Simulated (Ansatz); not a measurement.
Species: C2H6FGa (charge 0, singlet). SMILES: [CH3][Ga]([F])[CH3]
Structure (B3LYP-D3(BJ)/def2-TZVP (Ansatz, an electronic-structure program) minimum search):
```xyz
10

C      1.7450    -0.2389    -0.9039
Ga    -0.0032    -0.0071    -0.0351
C     -1.8841    -0.0656    -0.6041
F      0.1576     0.3450     1.7091
H      1.6527    -0.4538    -1.9677
H      2.2830    -1.0555    -0.4198
H      2.3362     0.6689    -0.7728
H     -2.3572     0.8930    -0.3851
H     -1.9879    -0.2799    -1.6670
H     -2.4104    -0.8314    -0.0321
```
Charge 0, spin multiplicity 1.

Parts of the frozen-core correlation energy in 6-31G* (Ansatz, hartree). Frozen orbitals: 17; correlated occupied orbitals by spin: 12 and 12; virtual: 63 and 63. Spin-orbit coupling is left out. Non-relativistic.

```csv
term,value
reference (HF),-2101.68320
MP2 opposite-spin,?
MP2 same-spin,?
CCSD correlation,?
(T),-0.01254
T1 diagnostic,0.013
largest doubles amplitude,0.031
```

**Question.** Complete the blanks.

**Answer.** 
- MP2 opposite-spin, value: -0.37514
- MP2 same-spin, value: -0.12169
- CCSD correlation, value: -0.53239
